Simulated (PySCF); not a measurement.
# Simulated absorption spectrum

Zinc hydride cyanide, CHNZn (singlet state).
SMILES: `N#[C][ZnH]`

Computed, not measured: TDDFT wB97X-D/def2-SVPD, vertical, gas phase, core orbitals frozen in the response in PySCF 2.14.0, density-fitted response routines. Isolated species at its PBE0-D3(BJ)/def2-SVP geometry, gas phase.

Broadening: Gaussians 0.3 eV wide at half height, area fixed by f = 4.319×10⁻⁹ ∫ε dν̃. The width is an assumption, not a result. The curve ends short of the highest state used, and states not computed would add to its high-energy end.

(λ (nm), ε (L mol⁻¹ cm⁻¹)): (150.4, 9231), (152.2, 16091), (154.1, 18915), (155.9, 18802), (157.8, 16383), (159.7, 10284), (161.5, 4400), (163.4, 1151), (165.2, 215), (167.1, 25), (168.9, 3), (170.8, 11), (172.7, 88), (174.5, 431), (176.4, 1554), (178.2, 3699), (180.1, 6542), (181.9, 8252), (183.8, 7766), (185.6, 5583), (187.5, 3006), (189.4, 1246), (191.2, 431), (193.1, 112), (194.9, 26), (196.8, 4), (198.6, 1), (200.5, 0), (202.4, 0), (204.2, 0)

Q: Locate the maxima and give the states behind the curve.

A: 182 nm (6.79 eV), ε about 8400, made up of S4 (50%) and S5 (50%); 155 nm (8.01 eV), ε about 19000, made up of S6 (22%), S7 (22%) and S8 (56%) (ε in L mol⁻¹ cm⁻¹; maxima over ε = 5, shares over 10%). The states used: S1 6.52 eV (f 0.0000); S2 6.74 eV (f 0.0000); S3 6.74 eV (f 0.0000); S4 6.79 eV (f 0.047); S5 6.80 eV (f 0.047); S6 7.88 eV (f 0.081); S7 7.88 eV (f 0.081); S8 8.11 eV (f 0.167); S9 8.85 eV (f 0.025); S10 8.85 eV (f 0.025).

Q: On this curve, what absorbance would a 10⁻⁵ mol/L sample give at 193 nm over a 1 cm path?

A: 193 nm is 6.424 eV, where ε is about 120 L mol⁻¹ cm⁻¹, so A = ε c l ≈ 0.0012 (Beer–Lambert, with the gas-phase spectrum and the assumed width).

Q: Coming from long wavelengths, where does ε first pass 100 L mol⁻¹ cm⁻¹?

A: At about 193 nm (6.42 eV), 0.10 eV below S1.

Q: What would ε be at 8.01 eV, the highest of these maxima, with half the width (0.15 eV)?

A: About 10900 L mol⁻¹ cm⁻¹ against 19000, a factor of about 0.6; a lone state at its own centre would give exactly 2.

The vertical ionisation energy (ΔSCF) is 12.17 eV, 3.33 eV above S10.
